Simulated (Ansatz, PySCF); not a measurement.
This PySCF input computes a PBE0/def2-TZVPD energy:

```python
from pyscf import gto, scf, dft

mol = gto.M(
    atom='''
    B    -0.25150922    0.30562634    0.69504904
    Cl    0.96936228   -0.35724626   -0.37706599
    N    -1.57414841    0.48859415    0.35558215
    H    -1.95522266    0.25270792   -0.55166005
    H    -2.24735111    0.87218775    0.99746168
    ''',
    basis='def2-tzvpd',
    charge=0,
    spin=1,
    verbose=4,
)

mf = dft.UKS(mol, xc='pbe0').density_fit(auxbasis='def2-universal-jkfit')
mf.grids.level = 3
mf.conv_tol = 1e-9
mf.max_cycle = 100
mf.max_memory = 1500
mf.kernel()
if not mf.converged:
    mf = mf.newton()
    mf.kernel(mf.make_rdm1())
for _ in range(2):
    mo, _, stable, _ = mf.stability(return_status=True)
    if stable:
        break
    mf.kernel(mf.make_rdm1(mo, mf.mo_occ))
mf.analyze()
```

Problem. Write an input for the same energy in Ansatz (an electronic-structure program) and say what it gives.

Solution. 
Ansatz 0.2 input:
```yaml
crystal:
  periodic: [false, false, false]
  atoms:
    - {symbol: B, position_ang: [-0.25150922, 0.30562634, 0.69504904]}
    - {symbol: Cl, position_ang: [0.96936228, -0.35724626, -0.37706599]}
    - {symbol: N, position_ang: [-1.57414841, 0.48859415, 0.35558215]}
    - {symbol: H, position_ang: [-1.95522266, 0.25270792, -0.55166005]}
    - {symbol: H, position_ang: [-2.24735111, 0.87218775, 0.99746168]}
basis:
  gaussian:
    orbitals: def2-TZVPD
hamiltonian:
  xc: {name: PBE0}
magnetization: {spin_polarized: true, initial_magnetization: 1}
output: {forces: true}
```
It gives -540.81572 Eh, and PySCF -540.81575 Eh, a difference of 0.03 mEh, from the treatment of integrals and grids.

It need not be the lowest isomer of its formula.
